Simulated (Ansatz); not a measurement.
C3H4F4O, SMILES `FCC(F)OC(F)F`, relaxed with RKS PBE-D4/def2-SVP in the Gaussian-basis code of Ansatz from a rough embedded geometry. The force threshold is 0.03 eV/Å; the program also tests the step.

Charge 0, multiplicity 1.

Start:

```xyz
12

F     0.176   -0.921   -1.520
C     0.515    0.306   -1.278
C     0.831    0.413    0.185
F     1.605    1.597    0.447
O    -0.292    0.574    1.057
C    -1.108   -0.579    0.995
F    -1.964   -0.372   -0.015
F    -1.836   -0.581    2.166
H     1.431    0.531   -1.898
H    -0.292    0.956   -1.567
H     1.487   -0.412    0.527
H    -0.554   -1.513    0.900
```

By how much does the energy fall, and how many steps does the optimiser take? (An estimate is asked.)

Computed: 14.53 kcal/mol, in 34 steps, 2 of them rejected.

Which bonds change most? (An estimate is asked.)

The calculation gave: F1–C2 from 1.296 to 1.376 Å; C3–F4 from 1.438 to 1.388 Å; C2–H10 from 1.075 to 1.113 Å; C6–F8 from 1.379 to 1.342 Å.

Give the relaxed structure. (An estimate is asked.)

The calculation gave: 
```xyz
12

F    -0.018   -0.026   -2.430
C     0.748    0.647   -1.508
C     0.581    0.015   -0.136
F     1.515    0.585    0.719
O    -0.710    0.283    0.324
C    -1.125   -0.489    1.398
F    -1.364   -1.769    0.992
F    -2.279    0.044    1.831
H     1.822    0.594   -1.792
H     0.435    1.713   -1.454
H     0.773   -1.082   -0.168
H    -0.377   -0.515    2.223
```
